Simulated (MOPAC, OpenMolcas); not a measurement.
**SiN2H4F (SMILES N[Si](N)F): the dipole moment, rung by rung**

SiN2H4F: 8 atoms, total charge 0, spin state doublet. SMILES: `N[Si](N)F`. The coordinates come from a PBE0-D4/def2-TZVP relaxation. This is one conformer, not always the lowest.

```tsv
atom	x (Å)	y (Å)	z (Å)
N	-0.8149	1.0315	-0.3599
Si	0.5172	-0.0207	-0.5813
N	0.7803	-0.7933	0.9107
F	0.0453	-0.9712	-1.7940
H	-1.3317	1.3489	-1.1650
H	-0.7638	1.7447	0.3502
H	1.6486	-1.2548	1.1205
H	0.0111	-1.1423	1.4632
```

Quantity: the dipole moment, in D. The values are calculated.

| level | kind | program | value (D) | CPU time |
| --- | --- | --- | --- | --- |
| PM6 | semi-empirical | MOPAC | 2.38 | under 2 s |
| UHF/def2-SVPD | Hartree–Fock | OpenMolcas | 2.05 | 24 s |
| USVWN5/def2-SVPD | LDA | OpenMolcas | 2.10 | 52 s |
| UBLYP/def2-SVPD | GGA | OpenMolcas | 2.01 | 78 s |
| UPBE/def2-SVPD | GGA | OpenMolcas | 2.04 | 78 s |
| UM06-L/def2-SVPD | meta-GGA | OpenMolcas | 2.00 | 99 s |
| UM06-2X/def2-SVPD | hybrid meta-GGA | OpenMolcas | 2.00 | 1.7 min |

The values span 2.00 to 2.38 D. Magnitudes only. Times are those of the runs behind each value, whatever else they computed, on shared processors of several kinds: orders of magnitude only.
